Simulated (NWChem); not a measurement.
# boron oxyfluoride (BOF); SMILES B(=O)F

Results from NWChem. Pople sets run with spherical d functions. Geometry: optimised at PBE-D3(BJ)/def2-SVP. Static field.

| level | basis functions | isotropic polarisability (bohr³) | anisotropy (bohr³) |
|---|---|---|---|
| PBE0/6-31G* | 42 | 12.0 | 9.1 |
| PBE0/6-31+G* | 54 | 14.4 | 11.4 |
| PBE0/def2-SVP | 42 | 12.0 | 8.7 |
| PBE0/def2-SVPD | 66 | 16.7 | 7.8 |
| PBE0/def2-TZVP | 93 | [?] | 8.6 |
| PBE0/aug-cc-pVDZ | 69 | 16.5 | 8.2 |
| PBE0/d-aug-cc-pVDZ | 96 | 17.0 | 7.7 |
| PBE0/def2-TZVPD | 117 | 17.0 | 7.5 |
| PBE0/aug-cc-pVTZ | 138 | 16.9 | 7.7 |

Problem. Fill in the missing entries.

Solution. 
- PBE0/def2-TZVP, isotropic polarisability (bohr³): 15.3
